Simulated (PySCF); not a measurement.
NMR parameters from quadrupole coupling constants

Species: C₄H₁₀S₂Si.
Cartesian coordinates in Å at the GFN2-xTB level; atoms count from 1:
```xyz
17
C4H10S2Si angstrom
C     -3.359    0.466    0.542
C     -2.610    1.289   -0.169
S     -0.988    1.029   -0.772
Si    -0.446   -0.931   -0.057
S      1.480   -1.414   -0.833
C      2.335    0.207   -0.883
C      2.626    0.750    0.501
H     -3.033   -0.513    0.845
H     -4.348    0.761    0.846
H     -2.959    2.267   -0.464
H     -0.431   -0.884    1.401
H     -1.341   -1.934   -0.604
H      3.256    0.010   -1.430
H      1.713    0.890   -1.461
H      1.700    0.988    1.022
H      3.181    0.021    1.086
H      3.218    1.660    0.419
```

Computed at PBE0/pcSseg-1 (PySCF, non-relativistic):

| atom | environment | nucleus | spin I | Q (b) | CQ = χzz (MHz) | η |
| --- | --- | --- | --- | --- | --- | --- |
| S3 | sulfur bonded to C and Si | 33S | 3/2 | -0.0678 | -31.871 | 0.939 |
| S5 | sulfur bonded to C and Si | 33S | 3/2 | -0.0678 | 36.739 | 0.754 |

**Question.** Recover the principal values of the field gradient from CQ = 234.96 MHz × Q × Vzz, η = (Vxx − Vyy)/Vzz and a zero trace.

**Answer.** Vxx = −Vzz(1 − η)/2 and Vyy = −Vzz(1 + η)/2, in au:

| atom | Vxx (au) | Vyy (au) | Vzz (au) | Vzz (10²¹ V/m²) |
| --- | --- | --- | --- | --- |
| S3 | -0.061 | -1.940 | 2.001 | 19.44 |
| S5 | 0.284 | 2.022 | -2.306 | -22.41 |

**Question.** At 21.15 T, set νQ = 3|CQ|/[2I(2I − 1)] beside the Larmor frequency (|g| × 7.62259 MHz/T × B; g(33S) = 0.42921), and give PQ = |CQ|√(1 + η²/3).

**Answer.** 
```tsv
atom	PQ (MHz)	νQ (MHz)	ν0 (MHz)	νQ/ν0
S3	36.26	15.94	69.20	0.230
S5	40.07	18.37	69.20	0.265
```

For S3: PQ = 31.87 × 1.1376, νQ = 31.87 × 0.5000, ν0 = 3.2717 MHz/T × 21.15 T.

**Question.** In the extreme-narrowing limit, with isotropic tumbling and one correlation time, the quadrupolar linewidth goes as PQ². What relative widths follow for the 33S sites?

**Answer.** S5 1, S3 0.82, with S5 as 1.

**Question.** Take a correlation time of 8 ps, isotropic tumbling and extreme narrowing. What quadrupolar relaxation rates and linewidths follow?

**Answer.** 1/T1 = 1/T2 = (3π²/10)(2I + 3)/[I²(2I − 1)] × PQ² × τc; the width is 1/(πT2).

| site | spin factor (2I + 3)/[I²(2I − 1)] | 1/T1 (s⁻¹) | T1 (ms) | linewidth (Hz) |
| --- | --- | --- | --- | --- |
| 33S at S3 | 1.333 | 41500 | 0.0241 | 13200 |
| 33S at S5 | 1.333 | 50700 | 0.0197 | 16100 |

The structure is a single GFN2-xTB conformer in the gas phase; no vibrational or solvent corrections. GFN2-xTB bond lengths can be off by several hundredths of an ångström, more for odd bonds, and the gradients follow them. The small basis limits the accuracy of the gradients.
